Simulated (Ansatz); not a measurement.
Reaction (formal exchange of groups at a C–C bond): `CC(=N)N` + `[F][AlH2]` → `N=[C](N)[AlH][F]` + CH₄

Program: Ansatz. Geometries: PBE0-D4/def2-TZVP. ΔE: electronic, gas phase. CCSD(T)/CBS adds triple-zeta CCSD(T) − MP2 to the extrapolated MP2 energy (def2 sets, frozen cores). This one scheme is used for every species. Functionals use def2-TZVPP. HSE06 is defined as in plane-wave codes. One conformer a species, not always the lowest.

| level | ΔE (kJ/mol) | difference from CCSD(T)/CBS |
| --- | --- | --- |
| revPBE-D4 | -31.3 | -4.0 |
| r2SCAN-D4 | -31.8 | -4.5 |
| B97M-V | -19.1 | 8.2 |
| HSE06-D4 | -27.5 | -0.2 |
| BHLYP-D4 | -24.5 | 2.8 |
| revPBE | -35.2 | -7.9 |
| HSE06 | -26.9 | 0.4 |
| LC-ωPBE | -22.8 | 4.5 |
| HF/def2-QZVPP | -10.5 | 16.8 |
| MP2/def2-QZVPP | -27.8 | -0.5 |
| CCSD(T)/CBS | -27.3 | 0 |

Largest T1 diagnostic among the species: 0.014.

From PBE to PBE0 (25 % exact exchange), in def2-TZVPP and without D4, ΔE moves by +7.3 kJ/mol. At CCSD(T), def2-SVP lies +10.9 kJ/mol from the extrapolated value and def2-TZVPP +1.9 kJ/mol.
